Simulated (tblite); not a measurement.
Species: C6H9O3 (doublet state).
Z-matrix (Å and degrees, GFN2-xTB geometry), rows numbered from 1:
```
C 
C   1  1.3758
C   2  1.3757  1  123.05
C   2  1.5135  1  118.65  3  -178.01
C   4  1.5480  2  110.99  1    81.10
O   5  1.3939  4  113.29  2   141.53
O   4  1.4440  2  107.63  1   -41.59
C   7  1.3104  4  118.68  2  -173.02
O   8  1.1998  7  127.53  4    -3.09
H   1  1.0744  2  120.59  3    -1.15
H   1  1.0730  2  121.38  3  -179.85
H   3  1.0741  2  121.68  1  -179.81
H   3  1.0745  2  120.57  1    -0.39
H   4  1.0974  2  110.52  1  -159.51
H   5  1.1007  4  108.39  2   -93.88
H   5  1.0930  4  108.92  2    23.83
H   6  0.9728  5  108.46  4    55.87
H   8  1.1030  7  108.88  4   176.91
```

Method: GFN2-xTB as coded in tblite; computed harmonic values from a numerical Hessian at the method's own geometry, unscaled. Errors from tens to a few hundred cm⁻¹ against measured bands are possible. One conformer, not necessarily the lowest. Open shells enter through the occupations alone, without spin polarisation, and single modes of such species can be off by tens of per cent.

Harmonic wavenumbers (cm⁻¹): 32.7, 66.6, 111.8, 184.8, 212.0, 239.7, 272.3, 353.2, 382.7, 479.1, 511.1, 515.5, 533.5, 572.6, 589.8, 741.0, 763.9, 772.0, 877.9, 920.2, 939.3, 965.1, 1019.0, 1026.6, 1052.1, 1098.8, 1179.0, 1188.4, 1223.8, 1270.9, 1313.6, 1349.8, 1357.0, 1359.2, 1371.2, 1464.9, 1466.3, 1474.1, 1769.1, 2836.6, 2867.9, 2918.0, 2981.6, 3124.5, 3131.0, 3163.2, 3174.3, 3383.8.

A = 2492, B = 1204, C = 957.6 MHz; mass 129.055 u (most abundant isotopes); point group C1, symmetry number 1; spin multiplicity 2.

What is the zero-point energy?

Half the sum of the wavenumbers: 30301 cm⁻¹ = 86.63 kcal/mol.

What is S at 200 K and 1 bar for an ideal gas of classical rigid rotors and harmonic oscillators?

Translation 38.52, rotation 27.91, vibration 18.47, spin (R ln 2) 1.38: S = 86.3 cal/(mol K).

And Cp and H(200 K) − H(0)?

Cp = 28.04 cal/(mol K), of which vibrations give 20.09 (their classical limit is 48 R = 95.4); H(200 K) − H(0) = 3.56 kcal/mol without the zero-point energy, 1.97 from vibrations.

How do the functions run with temperature in this model?

| T (K) | S (cal/(mol K)) | Cp (cal/(mol K)) | H − H(0) (kcal/mol) | G − H(0) (kcal/mol) | ln q(vib) |
| --- | --- | --- | --- | --- | --- |
| 150 | 79.0 | 22.9 | 2.29 | -9.56 | 3.09 |
| 250 | 93.1 | 33.2 | 5.10 | -18.18 | 5.57 |
| 298.15 | 99.4 | 38.2 | 6.82 | -22.81 | 6.78 |
| 400 | 112.0 | 48.0 | 11.22 | -33.58 | 9.35 |
| 600 | 134.4 | 62.5 | 22.37 | -58.28 | 14.36 |
| 900 | 162.5 | 76.0 | 43.32 | -102.97 | 21.43 |

q(vib) and H(0) count from the zero-point level.

Which modes carry the vibrational entropy at 200 K?

32.7 cm⁻¹: 4.87; 66.6 cm⁻¹: 3.47; 111.8 cm⁻¹: 2.47; 184.8 cm⁻¹: 1.56; 212.0 cm⁻¹: 1.33; 239.7 cm⁻¹: 1.13 cal/(mol K); the other 42 give 3.64 together.

What must be added to the electronic energy to get the Gibbs energy at 200 K and 1 bar?

ZPE + [H(200 K) − H(0)] − T·S = 86.63 + 3.56 − 17.26 = 72.93 kcal/mol.

Hindered rotation and anharmonicity are outside this model. Other conformers, if any are populated, would add a mixing term that is left out. The structure is chiral; the term R ln 2 for an equal mix with its mirror image is left out.
